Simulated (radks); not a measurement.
Results of a calculation; reference values are marked as such.
The sulfur anion S2-, [Ar], held by a Watson sphere: a shell of charge +2.88 at radius R that stands for the Madelung well of a crystal (potential energy -2.88/R inside, -2.88/r outside, in hartree with lengths in bohr). Level of theory: non-relativistic Kohn-Sham, LDA (Slater exchange, VWN5 correlation), spin-polarised, spherical densities, point nucleus (a radial shooting solver on a logarithmic mesh with Libxc functionals). Response by self-consistent Sternheimer equations with the Hartree and adiabatic LDA kernel. The sphere does not respond.

| R (bohr) | e(2p) (eV) | e(3s) (eV) | e(3p) (eV) | <r> 3p (bohr) | sum of <r^2> (bohr^2) | X-ray form factor at sin(theta)/lambda = 0.3 1/angstrom | alpha (bohr^3) |
|---|---|---|---|---|---|---|---|
| 2.19 | -161.04 | -26.418 | -16.558 | 2.016 | 37.51 | 8.975 | 18.22 |
| 2.26 | -160.88 | -26.029 | -16.253 | 2.037 | 38.22 | 8.963 | 19.09 |
| 2.47 | -160.43 | -24.916 | -15.351 | 2.098 | 40.31 | 8.941 | 21.93 |
| 2.98 | -159.34 | -22.567 | -13.316 | 2.231 | 45.13 | 8.941 | 30.50 |
| 3.88 | -157.44 | -19.478 | -10.396 | 2.420 | 52.76 | 8.978 | 52.41 |
| 4.31 | -156.61 | -18.364 | -9.286 | 2.495 | 56.12 | 8.989 | 66.69 |
